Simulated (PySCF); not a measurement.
## Adding and removing an electron: InH

PBE0; In def2-TZVPPD with ECP28, H def2-TZVPPD; scalar-relativistic core potentials (PySCF 2.14). Neutral (UKS): singlet (closed shell), Re = 1.850 Å, ωe = 1458 cm⁻¹, De = 2.63 eV, HOMO -5.70 eV, LUMO -1.75 eV.

InH⁺ (UKS): doublet (σ ↑), Re = 1.850 Å, ωe = 1072 cm⁻¹, De = 0.32 eV to In⁺ + H. The energies at the minima are -190.71163 hartree for InH and -190.42047 for InH⁺.

Work out the adiabatic ionisation energy, without and with harmonic zero-point energies (1 hartree = 27.2114 eV, 1 eV = 8065.5 cm⁻¹), and the change of the bond length.

At PBE0: 0.29116 hartree = 7.923 eV between the minima; the zero-point term (1072.0 − 1458.0)/2 cm⁻¹ = -0.024 eV makes it 7.899 eV. Re changes by +0.0 pm against the neutral. Minus the HOMO energy is 5.70 eV, -2.22 eV from the value between the minima; self-interaction puts the Kohn–Sham level too high, less so with exact exchange. The electron leaves a σ orbital, and the small change of length marks it as nearly non-bonding.

Weak bonds: InH⁺. Basis-set superposition, not corrected here, can be much of De in a small basis, most of all at correlated wavefunction levels. Spin–orbit coupling is left out, which matters for elements this heavy, above all for dissociation energies. For an ion De counts to the pair picked by the measured ionisation energies or electron affinities, which need not be the lowest pair at this level. States were picked by a PBE0 search and need not be the measured ground states.
